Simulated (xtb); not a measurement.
F₄Zr, charge +1, doublet, geometry from GFN2-xTB (such geometries of metal compounds can be far from the true shape) (the multiplicity is a formal guess); GFN2-xTB in xtb 6.7.1.

Here is a job for xtb.
```
$ xtb mol.xyz --gfn 2 --chrg 1 --uhf 1 --hess --json

# file mol.xyz
5

Zr     0.00000000    -0.00000000     0.00000000
F      1.19625354     0.87726079    -1.14149566
F      0.94458360    -1.17292463     1.11158940
F     -1.23870792    -0.96627039    -1.01761760
F     -0.90212922     1.26193423     1.04752386
```

**Question.** Predict the main parts of the log of this xtb run.

**Answer.** 
```
   ID    Z sym.   atoms
    1   40 Zr     1
    2    9 F      2-5

           -------------------------------------------------
          |                Calculation Setup                |
           -------------------------------------------------

           -------------------------------------------------
          |                 G F N 2 - x T B                 |
           -------------------------------------------------

          ...................................................
          :                      SETUP                      :
          :.................................................:
          :  # basis functions                  26          :
          :  # atomic orbitals                  25          :
          :  # shells                           11          :
          :  # electrons                        31          :
          :  max. iterations                   250          :
          :  Hamiltonian                  GFN2-xTB          :
          :  restarted?                      false          :
          :  GBSA solvation                  false          :
          :  PC potential                    false          :
          :  electronic temp.          300.0000000     K    :
          :  accuracy                    1.0000000          :
          :  -> integral cutoff          0.2500000E+02      :
          :  -> integral neglect         0.1000000E-07      :
          :  -> SCF convergence          0.1000000E-05 Eh   :
          :  -> wf. convergence          0.1000000E-03 e    :
          :  Broyden damping             0.4000000          :
          :  net charge                          1          :
          :  unpaired electrons                  1          :
          ...................................................

 iter      E             dE          RMSdq      gap      omega  full diag
   1    -20.2594612 -0.202595E+02  0.654E+00    4.83       0.0  T
   2    -20.3321666 -0.727054E-01  0.417E+00    6.28       1.0  T
   3    -20.3323294 -0.162746E-03  0.193E+00    6.31       1.0  T
   4    -20.3323360 -0.660520E-05  0.492E-02    6.27       1.0  T
   5    -20.3323435 -0.756393E-05  0.184E-02    6.24       2.4  T
   6    -20.3323170  0.265637E-04  0.560E-02    6.25       1.0  T
   7    -20.3323442 -0.272253E-04  0.624E-03    6.25       7.2  T
   8    -20.3323442 -0.241680E-07  0.308E-03    6.25      14.5  T
   9    -20.3323443 -0.801320E-07  0.643E-04    6.25      69.5  T
  10    -20.3323443 -0.117137E-09  0.311E-04    6.25     143.8  T

   *** convergence criteria satisfied after 10 iterations ***

         :::::::::::::::::::::::::::::::::::::::::::::::::::::
         ::                     SUMMARY                     ::
         :::::::::::::::::::::::::::::::::::::::::::::::::::::
         :: total energy             -20.294806265062 Eh    ::
         :: gradient norm              0.000002211363 Eh/a0 ::
         :: HOMO-LUMO gap              6.249423509381 eV    ::
         ::.................................................::
         :: SCC energy               -20.332343696256 Eh    ::
         :: -> isotropic ES            0.188284098547 Eh    ::
         :: -> anisotropic ES         -0.000197866367 Eh    ::
         :: -> anisotropic XC         -0.000209008681 Eh    ::
         :: -> dispersion             -0.001565471580 Eh    ::
         :: repulsion energy           0.037537431194 Eh    ::
         :: add. restraining           0.000000000000 Eh    ::
         :: total charge               1.000000000000 e     ::
         :::::::::::::::::::::::::::::::::::::::::::::::::::::

           -------------------------------------------------
          |                Numerical Hessian                |
           -------------------------------------------------
step length          :   0.00500
SCC accuracy         :   0.30000
Hessian scale factor :   1.00000
frozen atoms in %    :   0.00000    0
RMS gradient         :   0.00000
estimated CPU  time      0.00 min

writing file <hessian>.

 projected vibrational frequencies (cm⁻¹)
eigval :       -0.00    -0.00    -0.00     0.00     0.00     0.00
eigval :      114.57   114.57   114.57   122.97   122.97   465.93
eigval :      465.93   465.94   473.21
           -------------------------------------------------
          |                Property Printout                |
           -------------------------------------------------

    * Orbital Energies and Occupations

         #    Occupation            Energy/Eh            Energy/eV
      -------------------------------------------------------------
         1        2.0000           -1.1850916             -32.2480
       ...           ...                  ...                  ...
         4        2.0000           -1.1373065             -30.9477
         5        2.0000           -0.8237995             -22.4167
         6        2.0000           -0.8035690             -21.8662
         7        2.0000           -0.8035690             -21.8662
         8        2.0000           -0.8035690             -21.8662
         9        1.9983           -0.7949117             -21.6306
        10        1.9983           -0.7949117             -21.6306
        11        1.9983           -0.7949117             -21.6306
        12        1.9823           -0.7926585             -21.5693
        13        1.9823           -0.7926585             -21.5693
        14        1.6801           -0.7895569             -21.4849
        15        1.6801           -0.7895569             -21.4849
        16        1.6801           -0.7895569             -21.4849 (HOMO)
        17                         -0.5598982             -15.2356 (LUMO)
        18                         -0.5598982             -15.2356
        19                         -0.5160748             -14.0431
        20                         -0.5160748             -14.0431
        21                         -0.5160748             -14.0431
[...]
     #   Z sym  total        # sym  WBO       # sym  WBO       # sym  WBO
 ---------------------------------------------------------------------------
     1  40 Zr   3.640 --     4 F    0.910     3 F    0.910     2 F    0.910
                             5 F    0.910
     2   9 F    1.071 --     1 Zr   0.910
     3   9 F    1.071 --     1 Zr   0.910
     4   9 F    1.071 --     1 Zr   0.910
     5   9 F    1.071 --     1 Zr   0.910
 ---------------------------------------------------------------------------

Topologies differ in total number of bonds
Writing topology from bond orders to xtbtopo.mol

molecular dipole:
                 x           y           z       tot (Debye)
 q only:        0.000       0.000      -0.000
   full:        0.000       0.000      -0.000       0.000
molecular quadrupole (traceless):
                xx          xy          yy          xz          yz          zz
 q only:       -0.000      -0.000       0.000      -0.000       0.000       0.000
  q+dip:       -0.000      -0.000       0.000      -0.000       0.000       0.000
   full:       -0.000      -0.000       0.000      -0.000       0.000       0.000

           -------------------------------------------------
          |               Frequency Printout                |
           -------------------------------------------------
 projected vibrational frequencies (cm⁻¹)
eigval :       -0.00    -0.00    -0.00     0.00     0.00     0.00
eigval :      114.57   114.57   114.57   122.97   122.97   465.93
eigval :      465.93   465.94   473.21
 reduced masses (amu)
   1: 32.07   2: 34.29   3: 40.31   4: 40.52   5: 57.76   6: 27.25   7: 36.68   8: 36.68
   9: 36.68  10: 19.00  11: 19.00  12: 34.14  13: 34.14  14: 34.14  15: 19.00
 IR intensities (km·mol⁻¹)
   1:  1.99   2:  2.28   3:  3.18   4:  3.26   5:  5.83   6:  1.26   7: 48.73   8: 48.92
   9: 49.03  10:  0.00  11:  0.00  12:  7.76  13:  7.83  14:  7.89  15:  0.00
Molecule has the following symmetry elements: 4*(C3) 3*(C2) 3*(S4) 6*(sigma)
It seems to be the Td point group
 Raman intensities (Ä⁴*amu⁻¹)
   1:  0.00   2:  0.00   3:  0.00   4:  0.00   5:  0.00   6:  0.00   7:  0.00   8:  0.00
   9:  0.00  10:  0.00  11:  0.00  12:  0.00  13:  0.00  14:  0.00  15:  0.00
 output can be read by thermo (or use thermo option).
 writing <g98.out> molden fake output.
 recommended (thermochemical) frequency scaling factor: 1.0
           -------------------------------------------------
          |             Thermodynamic Functions             |
           -------------------------------------------------

td  symmetry found (for desy threshold:  0.10E+00) used in thermo

          ...................................................
          :                      SETUP                      :
          :.................................................:
          :  # frequencies                           9      :
          :  # imaginary freq.                       0      :
          :  linear?                             false      :
          :  only rotor calc.                    false      :
          :  symmetry                               td      :
          :  rotational number                      12      :
          :  scaling factor                  1.0000000      :
          :  rotor cutoff                   50.0000000 cm⁻¹ :
          :  imag. cutoff                  -20.0000000 cm⁻¹ :
          :.................................................:

    mode    ω/cm⁻¹     T·S(HO)/kcal·mol⁻¹    T·S(FR)/kcal·mol⁻¹   T·S(vib)
   ------------------------------------------------------------------------
       1    114.57    -0.95108 ( 96.50%)    -0.81067 (  3.50%)    -0.94616
       2    114.57    -0.95107 ( 96.50%)    -0.81066 (  3.50%)    -0.94616
       3    114.57    -0.95107 ( 96.50%)    -0.81066 (  3.50%)    -0.94616
       4    122.97    -0.91029 ( 97.34%)    -0.78973 (  2.66%)    -0.90708
       5    122.97    -0.91029 ( 97.34%)    -0.78972 (  2.66%)    -0.90708
   ------------------------------------------------------------------------

   temp. (K)  partition function   enthalpy   heat capacity  entropy
                                   cal/mol     cal/K/mol   cal/K/mol   J/K/mol
 298.15  VIB   101.                 2824.380     14.810     18.582
         ROT  0.151E+05              888.752      2.981     22.097
         INT  0.153E+07             3713.133     17.790     40.679
         TR   0.209E+28             1481.254      4.968     41.232
         TOT                        5194.3866    22.7586    81.9105   342.7137

       T/K    H(0)-H(T)+PV         H(T)/Eh          T*S/Eh         G(T)/Eh
   ------------------------------------------------------------------------
    298.15    0.827778E-02    0.138836E-01    0.389183E-01   -0.250347E-01
   ------------------------------------------------------------------------

         :::::::::::::::::::::::::::::::::::::::::::::::::::::
         ::                  THERMODYNAMIC                  ::
         :::::::::::::::::::::::::::::::::::::::::::::::::::::
         :: total free energy         -20.319841001074 Eh   ::
         ::.................................................::
         :: total energy              -20.294806265214 Eh   ::
         :: zero point energy           0.005605825721 Eh   ::
         :: G(RRHO) w/o ZPVE           -0.030640561581 Eh   ::
         :: G(RRHO) contrib.           -0.025034735860 Eh   ::
         :::::::::::::::::::::::::::::::::::::::::::::::::::::

           -------------------------------------------------
          | TOTAL ENERGY              -20.294806265214 Eh   |
          | TOTAL ENTHALPY            -20.280922657488 Eh   |
          | TOTAL FREE ENERGY         -20.319841001074 Eh   |
          | GRADIENT NORM               0.000003355459 Eh/α |
          | HOMO-LUMO GAP               6.249330505750 eV   |
           -------------------------------------------------

normal termination of xtb
```
